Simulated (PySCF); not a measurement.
disilylmethane (CH8Si2), singlet, at a GFN2-xTB geometry; R2SCAN/STO-3G (PySCF).

Input for PySCF:
```python
from pyscf import gto, scf, dft

mol = gto.Mole()
mol.atom = '''
    Si    1.469501    0.675243   -0.004315
    C     0.249959   -0.773362   -0.140745
    Si   -1.582865   -0.324499    0.068147
    H     2.839701    0.182994   -0.185178
    H     1.181014    1.668952   -1.040543
    H     1.358676    1.297376    1.316715
    H     0.513805   -1.524899    0.604684
    H     0.384534   -1.254531   -1.110514
    H    -1.982528    0.632796   -0.965442
    H    -1.804865    0.261220    1.391816
    H    -2.402995   -1.534148   -0.060719
'''
mol.basis = 'sto-3g'
mol.charge = 0
mol.spin = 0
mol.verbose = 4
mol.build()

mf = dft.RKS(mol)
mf.xc = 'r2scan'
mf.init_guess = '1e'
mf = mf.newton()
mf.kernel()
mf.analyze()
```

Problem. Predict the main parts of the log of this PySCF run.

Solution. 
```
PySCF version 2.14.0

[INPUT] verbose = 4
[INPUT] num. atoms = 11
[INPUT] num. electrons = 42
[INPUT] charge = 0
[INPUT] spin (= nelec alpha-beta = 2S) = 0
[INPUT] symmetry False subgroup None
[INPUT] Mole.unit = angstrom
[INPUT] Symbol           X                Y                Z      unit          X                Y                Z       unit  Magmom
[...]
nuclear repulsion = 150.449941345671
number of shells = 21
number of NR pGTOs = 93
number of NR cGTOs = 31
basis = sto-3g
ecp = {}

******** <class 'pyscf.soscf.newton_ah.SecondOrderRKS'> ********
method = SecondOrderRKS
initial guess = 1e
damping factor = 0
level_shift factor = 0
DIIS = <class 'pyscf.scf.diis.CDIIS'>
diis_start_cycle = 1
diis_space = 8
diis_damp = 0
SCF conv_tol = 1e-09
SCF conv_tol_grad = None
SCF max_cycles = 50
direct_scf = True
direct_scf_tol = 1e-13
XC library pyscf.dft.libxc version 7.1.2
    S. Lehtola, C. Steigemann, M. J. T. Oliveira, and M. A. L. Marques,  SoftwareX 7, 1–5 (2018)
XC functionals = r2scan
    J. W. Furness, A. D. Kaplan, J. Ning, J. P. Perdew, and J. Sun,  J. Phys. Chem. Lett. 11, 8208–8215 (2020)
    J. W. Furness, A. D. Kaplan, J. Ning, J. P. Perdew, and J. Sun,  J. Phys. Chem. Lett. 11, 9248–9248 (2020)
    J. W. Furness, A. D. Kaplan, J. Ning, J. P. Perdew, and J. Sun,  J. Phys. Chem. Lett. 11, 8208–8215 (2020)
    J. W. Furness, A. D. Kaplan, J. Ning, J. P. Perdew, and J. Sun,  J. Phys. Chem. Lett. 11, 9248–9248 (2020)
radial grids:
    Treutler-Ahlrichs [JCP 102, 346 (1995); DOI:10.1063/1.469408] (M4) radial grids

becke partition: Becke, JCP 88, 2547 (1988); DOI:10.1063/1.454033
pruning grids: <function nwchem_prune>
grids dens level: 3
symmetrized grids: False
atomic radii adjust function: <function treutler_atomic_radii_adjust>
small_rho_cutoff = 0
******** <class 'pyscf.dft.rks.RKS'> Newton solver flags ********
SCF tol = 1e-09
conv_tol_grad = None
max. SCF cycles = 50
direct_scf = True
direct_scf_tol = 1e-13
max_cycle_inner = 12
max_stepsize = 0.05
ah_start_tol = 1e+09
ah_level_shift = 0
ah_conv_tol = 1e-12
ah_lindep = 1e-14
ah_start_cycle = 1
ah_max_cycle = 40
ah_grad_trust_region = 2.5
kf_interval = 4
kf_trust_region = 5
canonicalization = True
Set conv_tol_grad to 3.16228e-05
Initial guess from hcore.
[...]
tot grids = 130944
[...]
Initial guess E= -606.605923222138  |g|= 2.57617
macro= 0  E= -609.62084032346  delta_E= -3.01492  |g|= 2.52597  3 KF 15 JK
macro= 1  E= -611.954222523646  delta_E= -2.33338  |g|= 2.39859  2 KF 14 JK
macro= 2  E= -613.741419392223  delta_E= -1.7872  |g|= 1.29685  3 KF 15 JK
macro= 3  E= -614.568244685208  delta_E= -0.826825  |g|= 0.743732  2 KF 14 JK
macro= 4  E= -614.657767893199  delta_E= -0.0895232  |g|= 0.0434561  3 KF 9 JK
macro= 5  E= -614.65780180106  delta_E= -3.39079e-05  |g|= 0.000594817  2 KF 8 JK
macro= 6  E= -614.657801801058  delta_E= 2.04636e-12  |g|= 3.59136e-06  1 KF 2 JK
Canonicalize SCF orbitals
macro X = 7  E=-614.657801801058  |g|= 3.59136e-06  total 17 KF 85 JK
converged SCF energy = -614.657801801058
**** SCF Summaries ****
Total Energy =                        -614.657801801057644
Nuclear Repulsion Energy =             150.449941345671135
One-electron Energy =                -1151.992104767528645
Two-electron Energy =                  386.884361620799780
Two-electron Coulomb Energy =          437.187546363234674
DFT Exchange-Correlation Energy =      -50.303184742434908
HOMO-LUMO gap [eV] =                     3.613592056633985
**** MO energy ****
[...]
 ** Mulliken pop on meta-lowdin orthogonal AOs  **
 ** Mulliken pop  **
[...]
 ** Mulliken atomic charges  **
charge of    0Si =      0.50605
charge of    1C =     -0.35769
charge of    2Si =      0.50605
charge of    3H =     -0.12288
charge of    4H =     -0.12247
charge of    5H =     -0.12247
charge of    6H =      0.04062
charge of    7H =      0.04062
charge of    8H =     -0.12247
charge of    9H =     -0.12247
charge of   10H =     -0.12288
Dipole moment(X, Y, Z, Debye):  0.06844, -0.21181, -0.03856
```
